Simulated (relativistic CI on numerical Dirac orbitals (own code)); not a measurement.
# N5+: what numerical and physical settings do to a radial Dirac CI calculation

Reference input:

```
atom N  Z=7  charge=5  electrons=2
nucleus A=14  rms_radius_fm=2.5582
hamiltonian dirac-coulomb  breit=on  qed=on  c_scale=1
orbitals kli  potential=per-configuration
slater_scale 1
correlation none
mixing on
grid step=0.0125 r_max=14.3
scf mixing=0.4 start=green max_iterations=150 tolerance=2e-08 node_fill=0.05
configurations
  1s2
end
```

Computed lowest total energy -44.75740 Ha, 7 SCF steps. Runs with settings changed; * marks those that are bad on purpose (the QED terms keep the true α when c is scaled):

```csv
Changed,Outcome,Lowest level,ΔE (Ha),First excitation (cm⁻¹),SCF steps,Message
"SCF tolerance 1e-05, node fill of the KLI weights 0.2, speed of light × 10",converged,1s2 1S_0,0.0236,,6,
"Slater scale 0.5, SCF mixing 0.7, end of the grid at 21.45 bohr",converged,1s2 1S_0,1.3e-11,,7,
SCF mixing 0.2,converged,1s2 1S_0,4.5e-12,,8,
nuclear radius 3.3257 fm,converged,1s2 1S_0,3.36e-06,,7,
node fill of the KLI weights 5 *,converged,1s2 1S_0,0,,7,
speed of light × 0.2 *,converged,1s2 1S_0,-0.596,,7,
```
